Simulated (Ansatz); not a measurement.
Problem. Name a neutral molecule of Al, C, F, N and H with LUMO energy (PBE/def2-TZVPP) between -2.85 and -2.55 eV and HOMO energy (B3LYP/def2-TZVPP) between -5.80 and -5.50 eV (Ansatz, PBE0-D4/def2-TZVP geometry).

Solution. `[F][Al]1[CH]=[N]1` (-2.76 eV, -5.72 eV). Other molecules can fit too; these were computed, each in one conformer that needn't be the lowest.

B3LYP here is the variant with VWN-RPA as its local correlation; programs differ in this.
